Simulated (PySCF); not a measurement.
Input of a run (PBE0-D3(BJ)/def2-SVP geometry optimisation, gas phase (PySCF 2.14.0)), started from GFN2-xTB:
```
{"job": {"xc": "PBE0", "basis": "def2-SVP", "d3": "d3bj", "grid": 1, "shake": 0.01, "kind": "geom"}, "charge": 0, "multiplicity": 1}
O      2.587860     0.318410    -1.300960
B      1.983520     0.440910    -0.093540
O      2.730570     0.867700     0.944400
C      0.497900     0.072900     0.038800
C     -0.278970     0.061170     1.139640
C     -1.695860    -0.356510     0.897440
F     -2.591460     0.506470     1.480940
C     -1.796730    -0.354330    -0.632980
C     -0.365310    -0.364690    -1.119480
H      3.489290     0.592510    -1.306500
H      2.299940     0.938910     1.805130
H      0.044450     0.327520     2.153930
H     -1.934100    -1.329340     1.343760
H     -2.410480    -1.197640    -0.992360
H     -2.316910     0.552270    -0.922780
H     -0.053390    -1.359650    -1.428090
H     -0.206830     0.295230    -1.997160
```

Output (energies in Eh, forces in Eh/bohr):
```
step   0  E = -469.73355009  max force = 0.031978
step   1  E = -469.73740587  max force = 0.008322
step   2  E = -469.73761356  max force = 0.002629
step   3  E = -469.73764620  max force = 0.002389
step   4  E = -469.73769430  max force = 0.000545
step   5  E = -469.73771877  max force = 0.000849
step   6  E = -469.73774930  max force = 0.002296
step   7  E = -469.73779499  max force = 0.001946
step   8  E = -469.73783577  max force = 0.000690
step   9  E = -469.73784149  max force = 0.000252
optimisation converged
```

Summarise the run.

The energy falls by 0.117 eV over 10 energy and gradient evaluations, the largest force component goes from 0.0320 to 2.5e-04 Eh/bohr, and the atoms move by 0.132 Å rms after alignment. The bond that changes most is B2–C4 (three-coordinate boron to fully substituted alkene carbon), which lengthens by 0.031 Å. Bonds longer at the end by more than 0.005 Å: 8 of 17; shorter: 2. Among the angles that change most is B2–O3–H11, from 117.6° to 113.1°. Among the dihedrals that turn most is H13–C6–C8–H15, from 136° to 148°. The energy never rose by more than 1e-6 Eh on the way. The first step brought 90 % of the lowering.

What are the final bond lengths?

O1–B2 1.358 Å, B2–O3 1.364 Å, B2–C4 1.567 Å, C4=C5 1.344 Å, C5–C6 1.500 Å, C6–F7 1.380 Å, C6–C8 1.527 Å, C8–C9 1.534 Å, C4–C9 1.512 Å, O1–H10 0.964 Å, O3–H11 0.961 Å, C5–H12 1.095 Å, C6–H13 1.108 Å, C8–H14 1.099 Å, C8–H15 1.102 Å, C9–H16 1.105 Å, C9–H17 1.101 Å. Numbering counts from 1 in the input's order; the species is `OB(O)C1=C[C@@H](F)CC1`.

The run used 166 basis functions and 70 SCF cycles in all. Hardware: an Arm Neoverse V1 with one thread, on a shared host. Cost: 2.1 min, 0.69 GiB resident at most.

Whether it is a minimum is left open (no frequencies). The numbers are those of one conformer.
